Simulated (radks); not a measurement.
Results of a calculation; reference values are marked as such.
Neutral rubidium inside a hard spherical wall (all orbitals vanish at R), configuration held at [Kr] 5s1 and not refilled when levels cross. Code: a radial shooting solver on a logarithmic mesh with Libxc functionals. Model: scalar-relativistic Kohn-Sham, PBEsol, spin-polarised, spherical densities, point nucleus; open shells are filled with parallel spins first (spin-orbit coupling, left out, can overturn this in heavy ions). Eigenvalues in eV for spin up, with the zero of energy where the potential of the charges vanishes at infinity; a dash marks a level that is unbound or too diffuse for the functional's potential to be trusted. A positive occupied level is held by the wall or, in an anion where self-interaction has pushed it up, behind a barrier. The pressure on the wall is -dE/dV.

R (bohr),E (hartree),kinetic (hartree),e(3d),e(4s),e(4p),e(5s),"e(5p, empty)","e(6s, empty)",pressure (GPa)
free,-2979.34921,3051.081,-103.91,-31.839,-15.932,-2.451,-0.875,-,0
20,-2979.34921,3051.081,-103.91,-31.838,-15.931,-2.450,-0.870,0.071,< 0.0001
12,-2979.34800,3051.090,-103.79,-31.729,-15.824,-2.370,-0.616,1.813,0.0147
10,-2979.34396,3051.113,-103.58,-31.517,-15.619,-2.173,-0.175,3.712,0.0888
8,-2979.32721,3051.183,-103.06,-31.023,-15.145,-1.513,1.075,8.105,0.577
7,-2979.30375,3051.268,-102.61,-30.594,-14.740,-0.693,2.476,12.507,1.60
6,-2979.25166,3051.447,-101.88,-29.939,-14.129,0.981,5.124,20.208,5.06
5,-2979.11984,3051.912,-100.45,-28.755,-13.013,4.797,10.637,34.940,19.9
3.5,-2978.13061,3055.606,-92.504,-22.915,-6.925,26.546,37.793,98.373,313
